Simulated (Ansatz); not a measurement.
Species: AsH2, charge 0, doublet. AsH2 (SMILES [AsH2], doublet).
B3LYP-D3(BJ)/def2-TZVP minimum from Ansatz (an electronic-structure program):
```xyz
3

As    -0.0239    -0.0491    -0.0281
H     -0.0021     1.4525    -0.3209
H      0.7904     0.1673     1.2490
```
Charge 0, spin multiplicity 2.

Total energies in aug-cc-pVQZ, 7 correlated electrons, 14 frozen orbitals. UHF or UKS for unpaired electrons; spin-orbit terms are left out. Correlated methods leave the cores frozen (noble-gas shells, and filled d and f shells in the p block). No relativity.

```csv
method,program,energy (Eh),minus CCSDT(Q) (mEh)
HF,Ansatz,-2235.38836,165.23
MP2,Ansatz,-2235.52482,28.78
CCSD,Ansatz,-2235.54711,6.49
CCSD(T),Ansatz,-2235.55265,0.95
CCSDT(Q),Ansatz,-2235.55360,0.00
```

Rough core times of Ansatz's runs on a shared machine: CCSD(T) 40 s, CCSDT(Q) 90 min.
